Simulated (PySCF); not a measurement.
C4H10N2, SMILES C/N=C\CCN.

Geometry: B3LYP-D3(BJ)/def2-SVP. The structure was generated by enumeration; whether it is a known compound was not checked. The values are those of a single conformer.

These are PBE/def2-TZVP in PySCF values and carry that method's errors.

Isolated molecule, no solvent.

**Question.** Estimate the frontier levels, gap, dipole moment and polarisability. (The exact figures need the calculation; the answer reports its results.)

**Answer.** 
| Quantity | Value |
|---|---|
| highest occupied level | -5.30 eV |
| lowest empty level | -1.18 eV |
| orbital gap | 4.12 eV |
| dipole moment | 2.03 D |
| quadrupole, principal values (traceless, Buckingham form, about the centre of nuclear charge) | -12.48, 2.81, 9.67 D·Å |
| mean static polarisability | 69.6 bohr³ (10.31 Å³) |
| polarisability, principal values | 55.0, 66.2, 87.6 bohr³ |
